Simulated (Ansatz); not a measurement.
Ansatz (a first-principles code) input file for SnH4, SMILES [SnH4], PBE-D3(BJ)/def2-TZVPD. 

Ansatz 0.2 input:
```yaml
crystal:
  periodic: [false, false, false]
  atoms:
    - {symbol: Sn, position_ang: [0.00000000, -0.00000000, 0.00000000]}
    - {symbol: H, position_ang: [-0.98368042, -0.98368041, 0.98368041]}
    - {symbol: H, position_ang: [0.98368041, -0.98368041, -0.98368042]}
    - {symbol: H, position_ang: [0.98368042, 0.98368042, 0.98368041]}
    - {symbol: H, position_ang: [-0.98368041, 0.98368041, -0.98368041]}
basis:
  gaussian:
    orbitals: def2-TZVPD
hamiltonian:
  xc: pbe
  dispersion: d3bj
relax: {f_tol: 0.002, max_steps: 200}
```

Output:

```
WARN ansatz: RAYON_NUM_THREADS=1 ignored (pool sized by the plan → 1); use --threads N
Functional definition: PBE
integrals: 0.02 GiB planned
608 factors; their error is unknown
mean field: 0.19 GiB planned
mean field evaluation 1: about -5894.4785 eV, gradient 1.6e1 eV
mean field evaluation 2: about -5895.0553 eV, gradient 1.1e1 eV
mean field evaluation 4: about -5895.3006 eV, gradient 9.1e-2 eV
mean field evaluation 8: about -5895.2914 eV, gradient 3.9e-3 eV
mean field -5895.29139548 eV, -216.6479628120 hartree, gradient 2.8e-5 eV, S^2 0.000000; 0 other end points of the search recorded, 0 dependent functions left out
the calculation of the forces begins
reference -5895.29144618 eV, -216.6479646751 hartree; 13, 13 occupied and 79, 79 virtual orbitals, 608 factors
relax step   1: F+E_penalty+E_count = -5895.34435228 eV  Δ(F+E_penalty+E_count) = +0.000e0 eV  max|allowed force component| = 9.606e-2 eV/Å  Δτ_max = 0.0000 Å  (23 SCF iters, accepted)
these checks for a lower state are left out or cut short: starts, cluster_reference, orbital_swaps, neighbouring_geometries, increment
integrals: 0.02 GiB planned
608 factors; their error is unknown
mean field: 0.19 GiB planned
mean field evaluation 16: about -5895.2948 eV, gradient 6.4e-2 eV
mean field -5895.29482430 eV, -216.6480888188 hartree, gradient 1.6e-5 eV, S^2 0.000000; 0 other end points of the search recorded, 0 dependent functions left out
the calculation of the forces begins
reference -5895.29487510 eV, -216.6480906857 hartree; 13, 13 occupied and 79, 79 virtual orbitals, 608 factors
relax step   2: F+E_penalty+E_count = -5895.34758869 eV  Δ(F+E_penalty+E_count) = -3.236e-3 eV  max|allowed force component| = 4.247e-2 eV/Å  Δτ_max = 0.0180 Å  (25 SCF iters, accepted)
these checks for a lower state are left out or cut short: starts, cluster_reference, orbital_swaps, neighbouring_geometries, increment
integrals: 0.02 GiB planned
608 factors; their error is unknown
mean field: 0.19 GiB planned
mean field -5895.29560200 eV, -216.6481173985 hartree, gradient 1.5e-5 eV, S^2 0.000000; 0 other end points of the search recorded, 0 dependent functions left out
the calculation of the forces begins
reference -5895.29565277 eV, -216.6481192642 hartree; 13, 13 occupied and 79, 79 virtual orbitals, 608 factors
relax step   3: F+E_penalty+E_count = -5895.34842733 eV  Δ(F+E_penalty+E_count) = -8.386e-4 eV  max|allowed force component| = 7.324e-4 eV/Å  Δτ_max = 0.0058 Å  (26 SCF iters, accepted)
integrals: 0.02 GiB planned
608 factors; their error is unknown
mean field: 0.19 GiB planned
mean field evaluation 32: about -5894.4946 eV, gradient 1.6e1 eV
mean field -5895.29560200 eV, -216.6481173985 hartree, gradient 1.5e-5 eV, S^2 0.000000; 1 other end points of the search recorded, 0 dependent functions left out
the calculation of the forces begins
reference -5895.29565277 eV, -216.6481192642 hartree; 13, 13 occupied and 79, 79 virtual orbitals, 608 factors
Total energy: -5895.34847810 eV, -216.6500605596 hartree
Atom 0 at    -0.000000    -0.000000    -0.000000 Å, force     0.000000     0.000000     0.000000 eV/Å
Atom 1 at    -0.990758    -0.990758     0.990758 Å, force    -0.000732    -0.000732     0.000732 eV/Å
Atom 2 at     0.990758    -0.990758    -0.990758 Å, force     0.000732    -0.000732    -0.000732 eV/Å
Atom 3 at     0.990758     0.990758     0.990758 Å, force     0.000732     0.000732     0.000732 eV/Å
Atom 4 at    -0.990758     0.990758    -0.990758 Å, force    -0.000732     0.000732    -0.000732 eV/Å
Dipole moment:    -0.000000    -0.000000     0.000000 e Å
```

The run converged.

Cost: around 4 core-seconds (rough).
